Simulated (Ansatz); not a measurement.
Consider the isomerisation: `C=[C](Br)[AlH][CH3]` → `C/C=[C](\[AlH2])Br`.

Program: Ansatz. Geometries: PBE0-D4/def2-TZVP. ΔE: electronic, gas phase. CCSD(T)/CBS is the MP2 limit (def2-TZVPP, def2-QZVPP) plus CCSD(T) − MP2 in def2-TZVPP, frozen cores. For Br outer-core shells are correlated without core-valence functions, which leaves a few kJ/mol of doubt a bond. Scalar relativity is left out up to krypton. One conformer a species, not always the lowest.

```json
{"species": "`C=[C](Br)[AlH][CH3]`", "HF/CBS(def2) energy (Eh)": "-2931.53251"}
{"species": "`C/C=[C](\\[AlH2])Br`", "HF/CBS(def2) energy (Eh)": "-2931.52041"}
```

**Question.** Work out ΔE.

**Answer.** ΔE = (-2931.52041) − (-2931.53251) = 0.01210 Eh = +0.33 eV. CCSD(T)/CBS gives +0.38 eV.

Largest T1 diagnostic among the species: 0.010.

In def2-TZVPP, CCSD(T) changes the Hartree–Fock value by +0.04 eV (the triples alone add −0.00 eV) and MP2 by +0.04 eV.
